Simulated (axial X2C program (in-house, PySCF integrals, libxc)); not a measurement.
Spin–orbit effects down a group: molecules with Na (ions), PBE0

Computed with an axial X2C code built on PySCF integrals, spin-free (one-electron X2C) or two-component (2c: spin–orbit coupling with atomic mean-field Coulomb and Gaunt terms, which also bring small scalar terms), in Dyall basis sets with cores contracted in-house; open shells are unrestricted.

Basis sets: Cs dyall-acv3z, H dyall-av3z, K dyall-acv3z, Li dyall-av3z, Na dyall-av3z.

```tsv
molecule	spin-free state	Re (Å)	ωe (cm⁻¹)	De (eV)	2c state	Re 2c (Å)	ωe 2c (cm⁻¹)	De 2c (eV)
NaH⁻	M_S = 1/2, Λ = 0	1.995	948.6	1.61	Ω = 1/2	1.995	948.5	1.61
LiNa⁻	M_S = 1/2, Λ = 0	3.304	163.1	0.76	Ω = 1/2	3.304	163.1	0.76
NaK⁻	?	?	?	?	?	?	?	?
NaCs⁻	M_S = 1/2, Λ = 0	4.337	64.2	0.59	Ω = 1/2	4.334	64.2	0.59
```

(1) Estimate the 2c Re and ωe of NaK⁻ as the mean of its neighbours in the table.

Fragments in 2c: Na + H-, Na- + Li, K + Na-, Cs + Na-. Each entry is the lowest single determinant of a limited PBE0 search at one distance. De goes to single-determinant-based atoms at the same level (for ions the charge split of lowest energy) and is withheld (n/a) where an atom does not fit its ground term or J level. Main or longest-lived isotopes. One determinant is a doubtful description, or other states lie close, for LiNa⁻, NaCs⁻; these need not be ground states, and all values refer to the states named.

Answers

(1) Re ≈ 3.819 Å, ωe ≈ 113.7 cm⁻¹. The PBE0 runs give the row below, so the estimate misses by -0.159 Å and 34.1 cm⁻¹.

```json
{"molecule": "NaK⁻", "spin-free state": "M_S = 1/2, Λ = 0", "Re (Å)": "3.978", "ωe (cm⁻¹)": "79.6", "De (eV)": "0.63", "2c state": "Ω = 1/2", "Re 2c (Å)": "3.978", "ωe 2c (cm⁻¹)": "79.6", "De 2c (eV)": "0.63"}
```
